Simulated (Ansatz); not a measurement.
Relaxation of BFH$_{3}$O$_{2}$ (7 atoms, charge 0, multiplicity 2), to a largest force component of 0.03 eV/Å in at most 50 steps.

These are results of UHF/def2-SVP in Ansatz 0.2.0, not measurements.

```xyz
7
Properties=species:S:1:pos:R:3:forces:R:3
B -0.051 -0.638 -0.508 0.03 -0.13 -0.33
F -0.086 -0.047 1.955 0.06 0.09 0.69
O 1.115 -0.064 -0.848 0.07 0.06 0.02
H 1.875 -0.592 -0.671 -0.02 -0.02 0.00
O -1.210 0.001 -0.723 -0.13 -0.05 0.02
H -1.969 -0.490 -0.449 0.06 0.07 -0.02
H 0.116 0.032 2.837 -0.06 -0.01 -0.38
```

Question: Where does it end, and by what steps?

Answer: The forces met the threshold. The force dipped under the threshold on the way, but the program's further checks kept it going. After 43 steps the energy has fallen by 0.381 eV; H7 moved furthest, 1.12 Å.

```csv
step,energy less start (eV),largest force component (eV/Å),accepted
0,0.0000,0.695,yes
2,-0.0371,0.528,yes
4,-0.0780,0.296,yes
6,-0.0877,0.333,yes
8,-0.0988,0.088,yes
10,-0.1279,0.148,yes
12,-0.1326,0.186,yes
14,-0.1499,0.493,yes
16,-0.1622,0.508,yes
18,-0.1900,0.938,yes
20,-0.2003,0.914,yes
22,-0.2084,1.272,yes
24,-0.2168,1.225,yes
26,-0.2266,1.078,yes
28,-0.2583,0.245,yes
30,-0.2642,1.641,no
32,-0.3028,0.456,yes
34,-0.3592,0.180,yes
36,-0.3766,0.054,yes
38,-0.3795,0.069,yes
40,-0.3805,0.015,yes
42,-0.3807,0.036,yes
43,-0.3808,0.005,yes
```

```xyz
7
Properties=species:S:1:pos:R:3
B 0.047 -0.351 -0.931
F -0.452 -0.032 2.811
O 1.353 -0.401 -0.674
H 1.913 -0.488 -1.428
O -0.838 -0.226 0.083
H -1.747 -0.198 -0.174
H -0.485 -0.103 1.906
```

Run time: 45 s on 1 thread of Arm Neoverse V2, on a shared host, peak memory 0.13 GiB.
